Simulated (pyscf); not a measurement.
PySCF, gas phase, ωB97X-D3(BJ)/def2-SVP geometries.

Task: How much does it cost (ΔH, 298 K, ωB97M-D3(BJ)/def2-TZVP) to split H₃Si–Te–Ga(Cl)–Cl (SMILES [SiH3][Te][Ga]([Cl])[Cl]) at its Ga–Te bond into H₃Si–Te• + [Cl–Ga–Cl]•?

Result: Ga–Te to H₃Si–Te• + [Cl–Ga–Cl]•: 263.0 kJ/mol. The 7 functionals that were run give +246.9 (M06-2X) to +313.4 kJ/mol (ωB97X-D3(BJ)/def2-TZVP). The radicals are drawn with the spin at the cut bond; how far it spreads was not checked. Other isomers of H₃Si–Te• were not searched in full and may lie lower. Elements up to Kr have no core potential and no relativistic terms here. Elements past Kr carry the def2 core potentials, without spin-orbit coupling.
